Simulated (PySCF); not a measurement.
C$_{2}$H$_{7}$BeNSe (SMILES C[N](C)[Be][SeH]), singlet, at a GFN2-xTB geometry (such geometries of metal compounds can be far from the true shape); CASSCF(6,6)/STO-3G run with PySCF.

PySCF was given this input:
```python
from pyscf import gto, scf, mcscf
import numpy

mol = gto.M(
    atom='''
Be    0.045555    0.250161   -0.095408
N     0.110644    1.638268   -0.661701
C     0.369906    1.957237   -2.052914
C    -0.054427    2.857942    0.106139
H    -0.460914    2.533047   -2.473911
H     1.283564    2.554056   -2.144558
H     0.489340    1.043115   -2.627655
H     0.852024    3.470058    0.051162
H    -0.890918    3.445790   -0.286002
H    -0.252509    2.617793    1.146957
Se   -0.147902   -1.618544    0.646150
H     1.158465   -1.992956    1.059094
''',
    basis='sto-3g',
    charge=0,
    spin=0,
    verbose=4,
)

mf = scf.RHF(mol)
mf.kernel()
mc = mcscf.CASSCF(mf, 6, 6)
mc.fix_spin_(ss=0.0)
mc.conv_tol = 1e-5
mc.kernel()
occ = numpy.linalg.eigvalsh(mc.fcisolver.make_rdm1(mc.ci, mc.ncas, mc.nelecas))[::-1]
ss = mc.fcisolver.spin_square(mc.ci, mc.ncas, mc.nelecas)[0]
print('natural occupations', occ.round(4), ' <S^2>', round(ss, 4))
```

### Question
Write the output that PySCF gives for this input, abridged.

### Answer

```
PySCF version 2.14.0

[INPUT] verbose = 4
[INPUT] num. atoms = 12
[INPUT] num. electrons = 64
[INPUT] charge = 0
[INPUT] spin (= nelec alpha-beta = 2S) = 0
[INPUT] symmetry False subgroup None
[INPUT] Mole.unit = angstrom
[INPUT] Symbol           X                Y                Z      unit          X                Y                Z       unit  Magmom
[INPUT]  1 Be     0.045555000000   0.250161000000  -0.095408000000 AA    0.086086473605   0.472735777047  -0.180294990093 Bohr   0.0
[INPUT]  2 N      0.110644000000   1.638268000000  -0.661701000000 AA    0.209086857326   3.095877838639  -1.250433666351 Bohr   0.0
[INPUT]  3 C      0.369906000000   1.957237000000  -2.052914000000 AA    0.699021031833   3.698641890865  -3.879445217285 Bohr   0.0
[INPUT]  4 C     -0.054427000000   2.857942000000   0.106139000000 AA   -0.102852123782   5.400727659892   0.200573641135 Bohr   0.0
[INPUT]  5 H     -0.460914000000   2.533047000000  -2.473911000000 AA   -0.871001226978   4.786765090651  -4.675014246549 Bohr   0.0
[INPUT]  6 H      1.283564000000   2.554056000000  -2.144558000000 AA    2.425584423351   4.826466346802  -4.052627278245 Bohr   0.0
[INPUT]  7 H      0.489340000000   1.043115000000  -2.627655000000 AA    0.924718581795   1.971201666426  -4.965548299844 Bohr   0.0
[INPUT]  8 H      0.852024000000   3.470058000000   0.051162000000 AA    1.610092011556   6.557459256356   0.096682167985 Bohr   0.0
[INPUT]  9 H     -0.890918000000   3.445790000000  -0.286002000000 AA   -1.683591019445   6.511599382765  -0.540465451078 Bohr   0.0
[INPUT] 10 H     -0.252509000000   2.617793000000   1.146957000000 AA   -0.477172853988   4.946911820804   2.167434606653 Bohr   0.0
[INPUT] 11 Se    -0.147902000000  -1.618544000000   0.646150000000 AA   -0.279494273275  -3.058604880558   1.221046535388 Bohr   0.0
[INPUT] 12 H      1.158465000000  -1.992956000000   1.059094000000 AA    2.189181574894  -3.766141018309   2.001397600170 Bohr   0.0

nuclear repulsion = 258.114162638475
number of shells = 27
number of NR pGTOs = 135
number of NR cGTOs = 45
basis = sto-3g
ecp = {}

******** <class 'pyscf.scf.hf.RHF'> ********
method = RHF
initial guess = minao
damping factor = 0
level_shift factor = 0
DIIS = <class 'pyscf.scf.diis.CDIIS'>
diis_start_cycle = 1
diis_space = 8
diis_damp = 0
SCF conv_tol = 1e-09
SCF conv_tol_grad = None
SCF max_cycles = 50
direct_scf = True
direct_scf_tol = 1e-13
Set gradient conv threshold to 3.16228e-05
Initial guess from minao.
init E= -2518.01396584617
  HOMO = -0.274036019875402  LUMO = 0.0128069613811406  gap/eV = 7.80540
cycle= 1 E= -2520.62024096046  delta_E= -2.61  |g|= 0.466  |ddm|= 4.22
  HOMO = -0.201751730144898  LUMO = 0.264285594921769  gap/eV = 12.68152
cycle= 2 E= -2520.7175450849  delta_E= -0.0973  |g|= 0.0998  |ddm|= 0.96
  HOMO = -0.260744560882878  LUMO = 0.273830020110742  gap/eV = 14.54652
cycle= 3 E= -2520.7216698011  delta_E= -0.00412  |g|= 0.0357  |ddm|= 0.191
  HOMO = -0.269248507569133  LUMO = 0.269067734161126  gap/eV = 14.64833
cycle= 4 E= -2520.72220014108  delta_E= -0.00053  |g|= 0.00867  |ddm|= 0.0637
  HOMO = -0.267466027277506  LUMO = 0.266847530099267  gap/eV = 14.53941
cycle= 5 E= -2520.72224499544  delta_E= -4.49e-05  |g|= 0.0018  |ddm|= 0.0213
  HOMO = -0.267524551136788  LUMO = 0.267170967779837  gap/eV = 14.54981
cycle= 6 E= -2520.72224758257  delta_E= -2.59e-06  |g|= 0.000459  |ddm|= 0.00539
  HOMO = -0.267597576759286  LUMO = 0.267150869041376  gap/eV = 14.55125
cycle= 7 E= -2520.72224774531  delta_E= -1.63e-07  |g|= 9.48e-05  |ddm|= 0.0015
  HOMO = -0.267589270587686  LUMO = 0.267130769946091  gap/eV = 14.55047
cycle= 8 E= -2520.72224775305  delta_E= -7.74e-09  |g|= 3.26e-05  |ddm|= 0.000266
  HOMO = -0.267581269765453  LUMO = 0.267143866349269  gap/eV = 14.55061
cycle= 9 E= -2520.72224775394  delta_E= -8.95e-10  |g|= 3.44e-06  |ddm|= 0.00011
  HOMO = -0.267580206116266  LUMO = 0.26714380569128  gap/eV = 14.55058
Extra cycle  E= -2520.72224775395  delta_E= -2.73e-12  |g|= 1.33e-06  |ddm|= 6.91e-06
converged SCF energy = -2520.72224775395

******** <class 'pyscf.mcscf.mc1step.CASSCF'> ********
CAS (3e+3e, 6o), ncore = 29, nvir = 10
max_cycle_macro = 50
max_cycle_micro = 4
conv_tol = 1e-05
conv_tol_grad = None
orbital rotation max_stepsize = 0.02
orbital rotation threshold for CI restart = 0.01
augmented hessian ah_max_cycle = 30
augmented hessian ah_conv_tol = 1e-12
augmented hessian ah_linear dependence = 1e-14
augmented hessian ah_level shift = 1e-08
augmented hessian ah_start_tol = 2.5
augmented hessian ah_start_cycle = 3
augmented hessian ah_grad_trust_region = 3
kf_trust_region = 3
kf_interval = 4
ci_response_space = 4
ci_grad_trust_region = 3
with_dep4 0
natorb = False
canonicalization = True
sorting_mo_energy = False
ao2mo_level = 2
internal_rotation = False
******** <class 'pyscf.fci.addons.SpinPenaltyFCISolver'> ********
max. cycles = 50
conv_tol = 1e-08
davidson only = True
linear dependence = 1e-12
level shift = 0.001
max iter space = 12
nroots = 1
pspace_size = 400
spin = None
CASCI E = -2520.73487543648  S^2 = 0.0000000
Set conv_tol_grad to 0.00316228
macro iter   1 ( 21 JK    4 micro), CASSCF E = -2520.74380188717  dE = -8.92645069e-03  S^2 = 0.0000000
               |grad[o]|=0.0245  |grad[c]|=0.0615  |ddm|=0.0644  |maxRot[o]|=0.183
macro iter   2 ( 21 JK    4 micro), CASSCF E = -2520.74802383439  dE = -4.22194722e-03  S^2 = 0.0000000
               |grad[o]|=0.0222  |grad[c]|=0.0291  |ddm|=0.0129  |maxRot[o]|=0.153
macro iter   3 ( 19 JK    4 micro), CASSCF E = -2520.74916454353  dE = -1.14070913e-03  S^2 = 0.0000000
               |grad[o]|=0.0111  |grad[c]|=0.00808  |ddm|=0.00864  |maxRot[o]|=0.144
macro iter   4 (  9 JK    2 micro), CASSCF E = -2520.74941524114  dE = -2.50697616e-04  S^2 = 0.0000000
               |grad[o]|=0.00383  |grad[c]|=0.00509  |ddm|=0.00467  |maxRot[o]|=0.0569
macro iter   5 (  4 JK    1 micro), CASSCF E = -2520.74945810457  dE = -4.28634280e-05  S^2 = 0.0000000
               |grad[o]|=0.00117  |grad[c]|=0.00186  |ddm|=0.00115  |maxRot[o]|=0.0335
macro iter   6 (  3 JK    1 micro), CASSCF E = -2520.74945862675  dE = -5.22177743e-07  S^2 = 0.0000000
               |grad[o]|=0.0003  |grad[c]|=0.000273  |ddm|=0.000347  |maxRot[o]|=0.00225
1-step CASSCF converged in   6 macro ( 77 JK  16 micro) steps
CASSCF canonicalization
Density matrix diagonal elements [1.98019326 1.97160502 1.98465212 0.01584238 0.02752255 0.02018468]
CASSCF energy = -2520.74945862675
CASCI E = -2520.74945862675  E(CI) = -6.51024074534234  S^2 = 0.0000000
natural occupations [1.9866 1.9806 1.9749 0.0253 0.0187 0.0139]  <S^2> 0.0
```
